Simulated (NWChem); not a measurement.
System: CH$_{8}$OSi$_{2}$; SMILES [Si@H](O)([SiH3])C

Input file for NWChem:

```
start job
memory heap 200 mb stack 900 mb global 1100 mb
geometry units angstroms noautosym nocenter noautoz
  C     -1.475000     1.417926     0.228046
  Si     0.085157     0.565046    -0.375862
  O      1.472567     1.212257     0.308243
  Si    -0.020997    -1.745525     0.077682
  H     -1.417183     2.502026     0.041665
  H     -2.356657     1.025315    -0.303967
  H     -1.635212     1.262994     1.306609
  H      0.239133     0.788653    -1.843022
  H      1.633929     1.001715     1.232195
  H     -0.038833    -1.971813     1.560782
  H      1.165408    -2.468477    -0.477966
  H     -1.261759    -2.361629    -0.491868
end
basis spherical
  * library 6-31+g*
end
dft
  xc pbe0
  iterations 150
end
property
  response 1 0.0
end
task dft property
```

All runs use the structure optimised with PBE0/def2-SVP.

Static field.

Question: What results follow from this input? (PBE0/6-31+G* (spherical d).) Quantities: isotropic polarisability (bohr³); anisotropy (bohr³).

Answer: isotropic polarisability (bohr³): 69.3
anisotropy (bohr³): 16.7
